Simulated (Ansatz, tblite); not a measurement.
Forces on B₆H₂ at its PBE0-D4/def2-SVP geometry. Charge 0, multiplicity 1.

The xTB rows come from tblite. The restricted singlet is unstable towards broken spin symmetry in Hartree–Fock (as tested in another run); at PBE-D4/def2-TZVP this wasn't settled. The structure comes from a short search, and lower isomers may exist.

GFN1-xTB (tblite), largest force 2.05 eV/Å:

```xyz
8
positions Å, forces eV/Å
B     1.703   -1.161   -0.576   -0.837    0.316    0.504
B     0.338   -0.740    0.329    0.271   -1.654    1.189
B    -1.703    1.161    0.576    0.838   -0.316   -0.504
B    -0.940   -0.187    1.039   -0.527   -0.369    0.810
B     0.940    0.187   -1.039    0.527    0.370   -0.810
B    -0.338    0.740   -0.328   -0.271    1.654   -1.189
H     2.558   -1.992   -0.649   -0.376    0.506   -0.090
H    -2.558    1.992    0.649    0.376   -0.506    0.090
```

GFN2-xTB (tblite), largest force 1.16 eV/Å:

```
B -0.865 0.755 0.148
B 0.169 -0.447 0.233
B 0.866 -0.755 -0.148
B 0.170 0.710 -0.777
B -0.169 -0.709 0.778
B -0.170 0.447 -0.234
H -0.376 0.441 -0.034
H 0.375 -0.441 0.034
```

PBE-D4/def2-TZVP (Ansatz), largest force 0.20 eV/Å:

```
B -0.061 0.029 0.029
B 0.075 -0.054 -0.019
B 0.061 -0.030 -0.029
B -0.031 0.084 -0.046
B 0.030 -0.083 0.047
B -0.074 0.055 0.019
H -0.141 0.136 0.013
H 0.141 -0.136 -0.013
```
